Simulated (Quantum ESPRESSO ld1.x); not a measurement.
Values are calculated unless marked as measured or tabulated.
The table gives one normalised radial function P(r) = r R(r) (large component) of Ba18+ in [Kr] 4d2 (r in bohr). Level of theory: Dirac Kohn-Sham, LDA (Slater exchange, Perdew-Zunger correlation), spin-unpolarised, spherical densities, point nucleus; open shells fill j = l - 1/2 first (ld1.x of Quantum ESPRESSO 7.5).

r	P
0.00352	0.0003
0.004547	0.0006
0.005826	0.0011
0.007466	0.0023
0.009568	0.0046
0.01226	0.0092
0.01584	0.0185
0.0203	0.0358
0.02601	0.0677
0.03333	0.1246
0.04271	0.2219
0.05473	0.3791
0.0707	0.6245
0.0906	0.9497
0.1161	1.3364
0.1488	1.7112
0.1906	1.9548
0.2443	1.9469
0.3156	1.6306
0.4044	1.1199
0.5182	0.6008
0.6641	0.2371
0.851	0.0636
1.091	0.0104
1.409	0.0008
1.805	0.0000
2.313	0.0000

Which n and l does it have? It may be an empty orbital.

Answer. n = 3, l = 2: the number of nodes gives n - l - 1 = 0, the rise at small r points to l (this Dirac orbital starts as r^gamma with gamma = sqrt((l + 1)^2 - (Z/c)^2) = 2.97; the j = 5/2 orbital of l + 1 starts with the same power, but with a smaller coefficient, and then steepens), and the extent must fit the shell. The curve is that of 3d5/2; the two j differ most near the nucleus, where j = l - 1/2 has the larger amplitude, and in heavy atoms j = l - 1/2 is also the more compact. 3d5/2: eigenvalue -1195.7 eV, 0 radial nodes, <r> = 0.265 bohr, 90 % of the charge inside 0.414 bohr.
